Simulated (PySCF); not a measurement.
CH₇ClO₂Si₂, SMILES Cl[Si@H]([Si@@H](C)O)O.

The structure is a stationary point at PBE0-D3(BJ)/def2-SVP. The structure was generated by enumeration; whether it is a known compound was not checked. The values are those of a single conformer.

Two levels are set side by side: TDDFT-PBE/def2-SVPD (PySCF) and TDDFT-CAM-B3LYP/def2-SVPD (PySCF). Vertical, same geometry. The lowest singlet is HOMO→LUMO 98 % with PBE and HOMO→LUMO 85 % with the other functional; states are paired by order. Differences are taken from unrounded values.

```json
[
 {"quantity": "lowest singlet excitation (eV)", "TDDFT-PBE": "5.28"},
 {"quantity": "lowest triplet excitation (TDA) (eV)", "TDDFT-PBE": "4.85"}
]
```

Task: These are the TDDFT-PBE values. What does TDDFT-CAM-B3LYP give? (Estimate from the structure and the level; the computed values follow.)

Result: 
```csv
quantity,TDDFT-CAM-B3LYP,TDDFT-PBE minus TDDFT-CAM-B3LYP
lowest singlet excitation (eV),6.18,-0.90
lowest triplet excitation (TDA) (eV),5.57,-0.72
```

Functionals without exact exchange tend to place singlet excitations lower, as here. Differences between two approximate levels are no errors against the true value.

Rough cost on one machine, each run with all the roots and properties that it gave: TDDFT-CAM-B3LYP against TDDFT-PBE about 9 times.
